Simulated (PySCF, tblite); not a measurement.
Isomers of C5H6F3NO, one GFN2-xTB conformer each. Single-point energies are computed at PBE0/pcSseg-1 (PySCF, gas phase, no added dispersion term), electronic only.

```
              SMILES  GFN2-xTB relative energy (kJ/mol)
   FC(F)(F)OC1=CCNC1                                0.0
C=N/C(=C/C(F)(F)F)OC                              105.5
```

Conformers: `[F:1][C:2]([F:3])([F:4])[O:5][C:6]1=[CH:7][CH2:8][NH:9][CH2:10]1` with C2–O5–C6–C7 -3°, C6–C7–C8–N9 13°, C7–C8–N9–C10 -20°, C8–N9–C10–C6 20°, O5–C6–C10–N9 168°; `[CH2:1]=[N:2]/[C:3](=[CH:4]/[C:5]([F:6])([F:7])[F:8])[O:9][CH3:10]` with C1–N2–C3–C4 47°, N2–C3–O9–C10 4°.

What does PBE0/pcSseg-1 give for the same structures?

| SMILES | PBE0/pcSseg-1 E (Eh) | PBE0/pcSseg-1 (kJ/mol) | GFN2-xTB (kJ/mol) | point group |
| --- | --- | --- | --- | --- |
| FC(F)(F)OC1=CCNC1 | -622.91706 | 0.0 | 0.0 | C1 |
| C=N/C(=C/C(F)(F)F)OC | -622.88875 | 74.3 | 105.5 | C1 |

Both levels put the same isomer lowest. As drawn, the lower has an N–H bond, which the higher lacks; the higher has a C=N bond, which the lower lacks.

Which frontier levels, dipoles and rotational constants go with these structures?

```csv
SMILES,"HOMO (eV, PBE0/pcSseg-1)",LUMO (eV),dipole (D),"A, B, C (MHz)"
FC(F)(F)OC1=CCNC1,-6.95,0.23,1.84,"3290, 793.0, 728.4"
C=N/C(=C/C(F)(F)F)OC,-6.92,-1.88,5.16,"2168, 881.7, 712.5"
```

What happens when harmonic zero-point energies from GFN2-xTB frequencies are added?

```
              SMILES  ZPE (kJ/mol)  electronic (kJ/mol)  with ZPE (kJ/mol)
   FC(F)(F)OC1=CCNC1         290.8                  0.0                0.0
C=N/C(=C/C(F)(F)F)OC         278.7                 74.3               62.2
```

The zero-point energies span 12.1 kJ/mol. The order is unchanged.
